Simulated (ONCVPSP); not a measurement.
What one change does to a pseudopotential (Mn (Z = 25), ONCV)

ONCVPSP 4.0.1 input, shortened (lines: element, Z, core and valence counts, functional; n l f; lmax; l rc ep ncon nbas qcut; lloc lpopt rc5 dvloc0; l nproj debl; icmod fcfact rcfact), LDA (Perdew-Wang 92), scalar-relativistic:

```
  Mn 25.00    5    2  -001012      upf
    1    0    2.00
    2    0    2.00
    2    1    6.00
    3    0    2.00
    3    1    6.00
    3    2    6.00
    4    0    1.00
    2
    0    2.70    0.00    3    7    3.00
    1    2.10    0.07    4    9    4.60
    2    1.00    0.00    4    8   11.30
    2    5    1.00    0.00
    0    1    1.30
    1    2    3.20
    2    0    2.90
    1    0.60    0.00
```

Change: reference 3d5 4s2.

Cutoffs: the cutoffs (Ha) at which the residual kinetic energy of the hardest occupied pseudo-wave falls to 1 and 0.1 mHa per electron; they do not see the model core or the augmentation charge, which bear on the density cutoff. Errors are all-electron minus pseudo energies relative to the spin-unpolarised reference configuration.

Q: What does the change do?

A: The potential gets neither clearly harder nor softer (85 Ha and 226 Ha → 90 Ha and 227 Ha); the bound ghosts move from s to p, s; the lowest positive-energy flag moves from p at 2.3 eV to none.

```csv
quantity,base,changed
"cutoff, loose",85 Ha,90 Ha
"cutoff, tight",226 Ha,227 Ha
loose cutoff by channel,"s 3.2 Ha, d 85 Ha","s 3.3 Ha, d 90 Ha"
bound ghosts,s,"s, p"
GHOST(+) flags under 300 eV,p at 2.3 eV,none
tests with a reliable result,3 of 4,3 of 4
s: phases at 2.74 bohr within 0.05 rad from the reference energy up to (Ha; the scan ends near 5),0.6,0.6
p: phases at 2.13 bohr within 0.05 rad from the reference energy up to (Ha; the scan ends near 5),0.3,n/a
d: phases at 1.01 bohr within 0.05 rad from the reference energy up to (Ha; the scan ends near 5),4.1,4.0
"rms error of d²Exc/dni dnj with the model core, mHa",3.09,4.19
```

 A true bound ghost makes a file unfit for plane-wave use even where its test errors are small: the radial tests pick states by their node count and pass the ghost by.
